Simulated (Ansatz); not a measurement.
Ansatz (a program for electronic structure) input file for Al(Me)2(PH2) (C₂H₈AlP), SMILES [CH3][Al]([CH3])[PH2], PBE-D3(BJ)/def2-SVP. 

Ansatz 0.2 input:
```yaml
crystal:
  periodic: [false, false, false]
  atoms:
    - {symbol: Al, position_ang: [-0.34079925, 0.08482914, -0.28194903]}
    - {symbol: C, position_ang: [-1.85911979, -1.14738289, -0.38643977]}
    - {symbol: H, position_ang: [-2.06308982, -1.43414383, -1.43261738]}
    - {symbol: H, position_ang: [-2.77604573, -0.65342252, -0.01878618]}
    - {symbol: H, position_ang: [-1.72266296, -2.07106100, 0.19665702]}
    - {symbol: C, position_ang: [-0.27995006, 1.73132734, -1.34123962]}
    - {symbol: H, position_ang: [0.22689068, 1.54054522, -2.30435492]}
    - {symbol: H, position_ang: [0.28451104, 2.53580540, -0.84289169]}
    - {symbol: H, position_ang: [-1.28558057, 2.11327630, -1.58157756]}
    - {symbol: P, position_ang: [1.37814050, -0.33468274, 1.24811526]}
    - {symbol: H, position_ang: [2.42576254, 0.10100439, 0.37972602]}
    - {symbol: H, position_ang: [1.50291650, -1.71820824, 0.91352943]}
basis:
  gaussian:
    orbitals: def2-SVP
hamiltonian:
  xc: pbe
  dispersion: d3bj
relax: {f_tol: 0.002, max_steps: 200}
```

It prints:

```
WARN ansatz: RAYON_NUM_THREADS=1 ignored (pool sized by the plan → 1); use --threads N
Functional definition: PBE
integrals: 0.05 GiB planned
1180 factors; their error is unknown
mean field: 0.27 GiB planned
mean field evaluation 1: about -18057.7322 eV, gradient 7.7e1 eV
mean field evaluation 2: about -18035.3251 eV, gradient 1.1e2 eV
mean field evaluation 4: about -18072.5762 eV, gradient 7.9e0 eV
mean field evaluation 8: about -18072.7661 eV, gradient 1.6e-1 eV
mean field evaluation 16: about -18072.7662 eV, gradient 2.2e-5 eV
mean field -18072.76615493 eV, -664.1619060327 hartree, gradient 2.2e-5 eV, S^2 0.000000; 0 other end points of the search recorded, 0 dependent functions left out
the calculation of the forces begins
reference -18072.76619299 eV, -664.1619074315 hartree; 24, 24 occupied and 80, 80 virtual orbitals, 1180 factors
relax step   1: F+E_penalty+E_count = -18072.99715780 eV  Δ(F+E_penalty+E_count) = +0.000e0 eV  max|allowed force component| = 3.172e-1 eV/Å  Δτ_max = 0.0000 Å  (26 SCF iters, accepted)
these checks for a lower state are left out or cut short: starts, cluster_reference, orbital_swaps, neighbouring_geometries, increment
integrals: 0.05 GiB planned
1180 factors; their error is unknown
mean field: 0.27 GiB planned
mean field -18072.77777693 eV, -664.1623331335 hartree, gradient 2.0e-5 eV, S^2 0.000000; 0 other end points of the search recorded, 0 dependent functions left out
the calculation of the forces begins
reference -18072.77781504 eV, -664.1623345339 hartree; 24, 24 occupied and 80, 80 virtual orbitals, 1180 factors
relax step   2: F+E_penalty+E_count = -18073.00787559 eV  Δ(F+E_penalty+E_count) = -1.072e-2 eV  max|allowed force component| = 1.093e-1 eV/Å  Δτ_max = 0.0149 Å  (28 SCF iters, accepted)
these checks for a lower state are left out or cut short: starts, cluster_reference, orbital_swaps, neighbouring_geometries, increment
integrals: 0.05 GiB planned
1180 factors; their error is unknown
mean field: 0.27 GiB planned
mean field -18072.77966855 eV, -664.1624026492 hartree, gradient 2.0e-5 eV, S^2 0.000000; 0 other end points of the search recorded, 0 dependent functions left out
the calculation of the forces begins
reference -18072.77970668 eV, -664.1624040503 hartree; 24, 24 occupied and 80, 80 virtual orbitals, 1180 factors
relax step   3: F+E_penalty+E_count = -18073.00921874 eV  Δ(F+E_penalty+E_count) = -1.343e-3 eV  max|allowed force component| = 9.702e-3 eV/Å  Δτ_max = 0.0081 Å  (28 SCF iters, accepted)
these checks for a lower state are left out or cut short: starts, cluster_reference, orbital_swaps, neighbouring_geometries, increment
integrals: 0.05 GiB planned
1180 factors; their error is unknown
mean field: 0.27 GiB planned
mean field evaluation 32: about -18072.8209 eV, gradient 2.7e-1 eV
mean field -18072.77962215 eV, -664.1624009440 hartree, gradient 2.1e-5 eV, S^2 0.000000; 0 other end points of the search recorded, 0 dependent functions left out
the calculation of the forces begins
reference -18072.77966026 eV, -664.1624023444 hartree; 24, 24 occupied and 80, 80 virtual orbitals, 1180 factors
relax step   4: F+E_penalty+E_count = -18073.00926588 eV  Δ(F+E_penalty+E_count) = -4.715e-5 eV  max|allowed force component| = 8.447e-3 eV/Å  Δτ_max = 0.0068 Å  (21 SCF iters, accepted)
these checks for a lower state are left out or cut short: starts, cluster_reference, orbital_swaps, neighbouring_geometries, increment
integrals: 0.05 GiB planned
1180 factors; their error is unknown
mean field: 0.27 GiB planned
mean field -18072.77964872 eV, -664.1624019205 hartree, gradient 2.2e-5 eV, S^2 0.000000; 0 other end points of the search recorded, 0 dependent functions left out
the calculation of the forces begins
reference -18072.77968683 eV, -664.1624033210 hartree; 24, 24 occupied and 80, 80 virtual orbitals, 1180 factors
relax step   5: F+E_penalty+E_count = -18073.00928441 eV  Δ(F+E_penalty+E_count) = -1.852e-5 eV  max|allowed force component| = 2.797e-3 eV/Å  Δτ_max = 0.0015 Å  (20 SCF iters, accepted)
these checks for a lower state are left out or cut short: starts, cluster_reference, orbital_swaps, neighbouring_geometries, increment
integrals: 0.05 GiB planned
1180 factors; their error is unknown
mean field: 0.27 GiB planned
mean field -18072.77965047 eV, -664.1624019846 hartree, gradient 7.4e-6 eV, S^2 0.000000; 0 other end points of the search recorded, 0 dependent functions left out
the calculation of the forces begins
reference -18072.77968858 eV, -664.1624033851 hartree; 24, 24 occupied and 80, 80 virtual orbitals, 1180 factors
[...]
relax step  15: F+E_penalty+E_count = -18073.00933821 eV  Δ(F+E_penalty+E_count) = -5.095e-6 eV  max|allowed force component| = 6.713e-3 eV/Å  Δτ_max = 0.0127 Å  (27 SCF iters, accepted)
these checks for a lower state are left out or cut short: starts, cluster_reference, orbital_swaps, neighbouring_geometries, increment
integrals: 0.05 GiB planned
1180 factors; their error is unknown
mean field: 0.27 GiB planned
mean field -18072.77971066 eV, -664.1624041967 hartree, gradient 1.3e-5 eV, S^2 0.000000; 0 other end points of the search recorded, 0 dependent functions left out
the calculation of the forces begins
reference -18072.77974882 eV, -664.1624055991 hartree; 24, 24 occupied and 80, 80 virtual orbitals, 1180 factors
relax step  16: F+E_penalty+E_count = -18073.00934050 eV  Δ(F+E_penalty+E_count) = -2.289e-6 eV  max|allowed force component| = 5.680e-3 eV/Å  Δτ_max = 0.0032 Å  (20 SCF iters, accepted)
these checks for a lower state are left out or cut short: starts, cluster_reference, orbital_swaps, neighbouring_geometries, increment
integrals: 0.05 GiB planned
1180 factors; their error is unknown
mean field: 0.27 GiB planned
mean field -18072.77970964 eV, -664.1624041593 hartree, gradient 6.3e-6 eV, S^2 0.000000; 0 other end points of the search recorded, 0 dependent functions left out
the calculation of the forces begins
reference -18072.77974781 eV, -664.1624055618 hartree; 24, 24 occupied and 80, 80 virtual orbitals, 1180 factors
relax step  17: F+E_penalty+E_count = -18073.00934421 eV  Δ(F+E_penalty+E_count) = -3.709e-6 eV  max|allowed force component| = 2.929e-3 eV/Å  Δτ_max = 0.0062 Å  (22 SCF iters, accepted)
these checks for a lower state are left out or cut short: starts, cluster_reference, orbital_swaps, neighbouring_geometries, increment
integrals: 0.05 GiB planned
1180 factors; their error is unknown
mean field: 0.27 GiB planned
mean field -18072.77971334 eV, -664.1624042951 hartree, gradient 1.8e-5 eV, S^2 0.000000; 0 other end points of the search recorded, 0 dependent functions left out
the calculation of the forces begins
reference -18072.77975150 eV, -664.1624056977 hartree; 24, 24 occupied and 80, 80 virtual orbitals, 1180 factors
relax step  18: F+E_penalty+E_count = -18073.00934564 eV  Δ(F+E_penalty+E_count) = -1.432e-6 eV  max|allowed force component| = 2.128e-3 eV/Å  Δτ_max = 0.0044 Å  (21 SCF iters, accepted)
these checks for a lower state are left out or cut short: starts, cluster_reference, orbital_swaps, neighbouring_geometries, increment
integrals: 0.05 GiB planned
1180 factors; their error is unknown
mean field: 0.27 GiB planned
mean field evaluation 128: about -18072.7797 eV, gradient 5.6e-4 eV
mean field -18072.77971464 eV, -664.1624043430 hartree, gradient 2.0e-5 eV, S^2 0.000000; 0 other end points of the search recorded, 0 dependent functions left out
the calculation of the forces begins
reference -18072.77975281 eV, -664.1624057457 hartree; 24, 24 occupied and 80, 80 virtual orbitals, 1180 factors
relax step  19: F+E_penalty+E_count = -18073.00934516 eV  Δ(F+E_penalty+E_count) = +4.740e-7 eV  max|allowed force component| = 5.127e-3 eV/Å  Δτ_max = 0.0135 Å  (27 SCF iters, rejected (line search))
these checks for a lower state are left out or cut short: starts, cluster_reference, orbital_swaps, neighbouring_geometries, increment
integrals: 0.05 GiB planned
1180 factors; their error is unknown
mean field: 0.27 GiB planned
mean field -18072.77973017 eV, -664.1624049136 hartree, gradient 9.2e-6 eV, S^2 0.000000; 0 other end points of the search recorded, 0 dependent functions left out
the calculation of the forces begins
reference -18072.77976834 eV, -664.1624063164 hartree; 24, 24 occupied and 80, 80 virtual orbitals, 1180 factors
relax step  20: F+E_penalty+E_count = -18073.00934744 eV  Δ(F+E_penalty+E_count) = -1.803e-6 eV  max|allowed force component| = 1.899e-3 eV/Å  Δτ_max = 0.0067 Å  (22 SCF iters, accepted)
these checks for a lower state are left out or cut short: starts, cluster_reference, orbital_swaps, neighbouring_geometries, increment
integrals: 0.05 GiB planned
1180 factors; their error is unknown
mean field: 0.27 GiB planned
mean field -18072.77972338 eV, -664.1624046643 hartree, gradient 2.0e-5 eV, S^2 0.000000; 0 other end points of the search recorded, 0 dependent functions left out
the calculation of the forces begins
reference -18072.77976156 eV, -664.1624060671 hartree; 24, 24 occupied and 80, 80 virtual orbitals, 1180 factors
relax step  21: F+E_penalty+E_count = -18073.00934914 eV  Δ(F+E_penalty+E_count) = -1.704e-6 eV  max|allowed force component| = 1.379e-3 eV/Å  Δτ_max = 0.0098 Å  (28 SCF iters, accepted)
these checks for a lower state are left out or cut short: starts, cluster_reference, orbital_swaps, neighbouring_geometries, increment
integrals: 0.05 GiB planned
1180 factors; their error is unknown
mean field: 0.27 GiB planned
mean field -18072.77972519 eV, -664.1624047306 hartree, gradient 9.8e-6 eV, S^2 0.000000; 0 other end points of the search recorded, 0 dependent functions left out
the calculation of the forces begins
reference -18072.77976336 eV, -664.1624061334 hartree; 24, 24 occupied and 80, 80 virtual orbitals, 1180 factors
relax step  22: F+E_penalty+E_count = -18073.00934580 eV  Δ(F+E_penalty+E_count) = +3.347e-6 eV  max|allowed force component| = 3.423e-3 eV/Å  Δτ_max = 0.0074 Å  (22 SCF iters, rejected (line search))
these checks for a lower state are left out or cut short: starts, cluster_reference, orbital_swaps, neighbouring_geometries, increment
integrals: 0.05 GiB planned
1180 factors; their error is unknown
mean field: 0.27 GiB planned
mean field -18072.77972751 eV, -664.1624048159 hartree, gradient 1.7e-5 eV, S^2 0.000000; 0 other end points of the search recorded, 0 dependent functions left out
the calculation of the forces begins
reference -18072.77976568 eV, -664.1624062188 hartree; 24, 24 occupied and 80, 80 virtual orbitals, 1180 factors
relax step  23: F+E_penalty+E_count = -18073.00934987 eV  Δ(F+E_penalty+E_count) = -7.290e-7 eV  max|allowed force component| = 8.919e-4 eV/Å  Δτ_max = 0.0016 Å  (19 SCF iters, accepted)
integrals: 0.05 GiB planned
1180 factors; their error is unknown
mean field: 0.27 GiB planned
mean field evaluation 160: about -18072.1462 eV, gradient 1.3e1 eV
mean field -18072.77972751 eV, -664.1624048159 hartree, gradient 1.6e-5 eV, S^2 0.000000; 1 other end points of the search recorded, 0 dependent functions left out
the calculation of the forces begins
reference -18072.77976568 eV, -664.1624062188 hartree; 24, 24 occupied and 80, 80 virtual orbitals, 1180 factors
Total energy: -18073.00938805 eV, -664.1708446850 hartree
Atom 0 at    -0.331302     0.081036    -0.283431 Å, force    -0.000200     0.000213     0.000621 eV/Å
Atom 1 at    -1.857292    -1.158556    -0.399500 Å, force     0.000762     0.000357     0.000018 eV/Å
Atom 2 at    -2.118722    -1.378251    -1.457005 Å, force    -0.000360    -0.000325    -0.000859 eV/Å
Atom 3 at    -2.759502    -0.687899     0.050817 Å, force    -0.000392     0.000360     0.000261 eV/Å
Atom 4 at    -1.692256    -2.123301     0.121086 Å, force     0.000078    -0.000436     0.000271 eV/Å
Atom 5 at    -0.272291     1.732717    -1.355392 Å, force    -0.000018    -0.000433     0.000402 eV/Å
Atom 6 at     0.163578     1.517352    -2.356494 Å, force     0.000309    -0.000128    -0.000892 eV/Å
Atom 7 at     0.355492     2.524589    -0.897710 Å, force     0.000248     0.000214     0.000298 eV/Å
Atom 8 at    -1.285099     2.151025    -1.535033 Å, force    -0.000451     0.000120     0.000016 eV/Å
Atom 9 at     1.366697    -0.318943     1.297629 Å, force     0.000398    -0.000151    -0.000404 eV/Å
Atom 10 at     2.421965     0.117920     0.418751 Å, force    -0.000173     0.000175     0.000221 eV/Å
Atom 11 at     1.499705    -1.709802     0.944453 Å, force    -0.000201     0.000035     0.000049 eV/Å
Dipole moment:    -0.127686    -0.015333    -0.280352 e Å
```

The calculation finished and met its thresholds.

Cost: around 40 core-seconds (rough).
